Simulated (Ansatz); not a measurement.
Ideal-gas functions of `B[Si](O)(O)F` at 298.15 K and 1 bar, from an Ansatz frequency run at PBE0-D4/def2-TZVP.

Molar mass 93.93 g/mol, point group C1 (symmetry number 1), electronic degeneracy 1, moments of inertia 125.335, 138.006, 143.519 u Å². Harmonic wavenumbers (cm⁻¹, unscaled): 61, 170, 186, 243, 256, 322, 356, 365, 632, 647, 791, 812, 864, 900, 937, 985, 1179, 2597, 2684, 3910, 3925.

Use S(trans) = R[1.5 ln M + 2.5 ln T − 1.1517]; rotational temperatures θ = 24.2544 K / I; S(rot) = R[ln(√π/σ · √(T³/θAθBθC)) + 1.5]; for each mode x = 1.438777 ν̃/T, S = R[x/(eˣ − 1) − ln(1 − e⁻ˣ)] and H = RT x/(eˣ − 1); 1 cm⁻¹ = 0.0119627 kJ/mol; R = 8.31446 J/(mol·K).

Question: By hand: the entropy, in J/(mol·K).

Answer: Translation 165.5. Rotation: θ = 0.1935, 0.1757, 0.169 K, giving 109.7. Vibration, mode by mode: 18.51, 10.19, 9.49, 7.45, 7.07, 5.44, 4.77, 4.61, 1.66, 1.57, 0.90, 0.83, 0.67, 0.58, 0.50, 0.42, 0.19, 0.00, 0.00, 0.00, 0.00, in all 74.8. Electronic 0.0. Sum 350.0 J/(mol·K).

Question: By hand: H − E and G − E in kJ/mol, counted from the electronic energy.

Answer: Zero-point energy ½ × 22822 × 0.0119627 = 136.5; thermal vibration 12.4; translation, rotation and pV give 4 RT = 9.9. H − E = 158.8 kJ/mol, and G − E = 158.8 − 298.15 × 350.0/1000 = 54.4 kJ/mol.

Vibration gives 21 % of the entropy, 18.5 J/(mol·K) of it from the mode under 150 cm⁻¹: soft modes count most, and the harmonic formula is weakest for them. The sum counts one conformer and one mirror image; others add a mixing term.
